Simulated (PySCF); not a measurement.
C₄H₈BN, SMILES NB1CC=CC1.

The structure is a stationary point at PBE0-D3(BJ)/def2-SVP. This is a generated structure with no PubChem entry under its InChIKey; it may be hypothetical. Other conformers were not sampled.

All values below come from PBE/def2-TZVP (PySCF).

Symmetry labels are those of the subgroup C2v that the program uses (full group C2v).

Question: List the valence orbital energies around the gap with their symmetry. (The exact figures need the calculation; the answer reports its results.)

Answer: 
| orbital | symmetry | energy (eV) |
|---|---|---|
| HOMO−7 | B1 | -10.18 |
| HOMO−6 | A2 | -9.21 |
| HOMO−5 | A1 | -8.75 |
| HOMO−4 | B2 | -8.04 |
| HOMO−3 | A1 | -8.03 |
| HOMO−2 | B1 | -6.92 |
| HOMO−1 | B2 | -6.66 |
| HOMO | B1 | -5.49 |
| LUMO | A2 | -0.18 |
| LUMO+1 | B1 | -0.14 |
| LUMO+2 | A1 | 0.09 |
| LUMO+3 | A1 | 0.98 |
